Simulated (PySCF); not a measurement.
Interval between two levels of Cr²⁺ by level of theory

Cr²⁺ [Ar] 3d4 [5D4, M_J = 4] → Cr²⁺ [Ar] 3d3 4s1 [5F5, M_J = 5], as a difference of total energies. Calculation: PySCF 2.14, in x2c-TZVPall-2c with one added diffuse shell each of s, p, d type (7s8p5d1f, 63 functions); the two-component X2C-1e Hamiltonian. Correlated levels: [Ne] frozen; the 6 highest virtual spinors dropped. "Screened" scales the spin-orbit matrix elements by Boettger's factors to mimic the two-electron term; Breit and QED terms are absent.

```
                    method  interval between two levels (cm⁻¹)
           GHF (spin-free)                               46454
          GMP2 (spin-free)                               48990
 GHF (screened spin-orbit)                               46629
GMP2 (screened spin-orbit)                               49165
```

The labels give the starting determinants; with spin-orbit coupling the two ends relaxed to ⟨J²⟩ = 20.00, ⟨L²⟩ = 6.01, ⟨S²⟩ = 6.00 and ⟨J²⟩ = 30.00, ⟨L²⟩ = 12.01, ⟨S²⟩ = 6.00.
